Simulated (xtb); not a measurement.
xtb input (GFN2-xTB):

```bash
xtb mol.xyz --gfn 2 --ohess tight --chrg 1 --uhf 0
```
mol.xyz:
```
11

O      2.02035081     0.18809649     0.16948732
C      0.55904943     0.14812841     0.03151083
C     -0.31534709     1.15632914     0.14697430
C     -1.60471951     0.53200486     0.01548716
C     -1.37444835    -0.83200589    -0.21865462
O     -0.01433993    -1.08711226    -0.13686303
H      2.47192931    -0.07228513    -0.68066998
H      2.34645100    -0.30866511     0.90270887
H     -0.15493873     2.18444956     0.37833514
H     -2.59789299     0.97149601     0.02320861
H     -1.97491742    -1.65179161    -0.39697393
```

End of the output:

```
       1     75.21    -1.19621 ( 83.66%)    -0.93510 ( 16.34%)    -1.15354
       2    242.99    -0.53098 ( 99.82%)    -0.58804 (  0.18%)    -0.53108
   ------------------------------------------------------------------------

   temp. (K)  partition function   enthalpy   heat capacity  entropy
                                   cal/mol     cal/K/mol   cal/K/mol   J/K/mol
 298.15  VIB   8.16                 1714.671     13.884      9.780
         ROT  0.971E+05              888.752      2.981     25.802
         INT  0.793E+06             2603.423     16.865     35.583
         TR   0.759E+27             1481.254      4.968     39.219
         TOT                        4084.6768    21.8328    74.8012   312.9683

       T/K    H(0)-H(T)+PV         H(T)/Eh          T*S/Eh         G(T)/Eh
   ------------------------------------------------------------------------
    298.15    0.650935E-02    0.880738E-01    0.355405E-01    0.525333E-01
   ------------------------------------------------------------------------

         :::::::::::::::::::::::::::::::::::::::::::::::::::::
         ::                  THERMODYNAMIC                  ::
         :::::::::::::::::::::::::::::::::::::::::::::::::::::
         :: total free energy         -18.681457362169 Eh   ::
         ::.................................................::
         :: total energy              -18.733990683728 Eh   ::
         :: zero point energy           0.081564443073 Eh   ::
         :: G(RRHO) w/o ZPVE           -0.029031121514 Eh   ::
         :: G(RRHO) contrib.            0.052533321559 Eh   ::
         :::::::::::::::::::::::::::::::::::::::::::::::::::::

optimized geometry written to: xtbopt.xyz

           -------------------------------------------------
          | TOTAL ENERGY              -18.733990683728 Eh   |
          | TOTAL ENTHALPY            -18.645916893781 Eh   |
          | TOTAL FREE ENERGY         -18.681457362169 Eh   |
          | GRADIENT NORM               0.000071796420 Eh/α |
          | HOMO-LUMO GAP               4.742875369183 eV   |
           -------------------------------------------------

------------------------------------------------------------------------
------------------------------------------------------------------------
 total:
 SCF:
 ANC optimizer:
 analytical hessian:
Note: The following floating-point exceptions are signalling: IEEE_UNDERFLOW_FLAG IEEE_DENORMAL
normal termination of xtb
```

It need not be the lowest isomer of its formula.
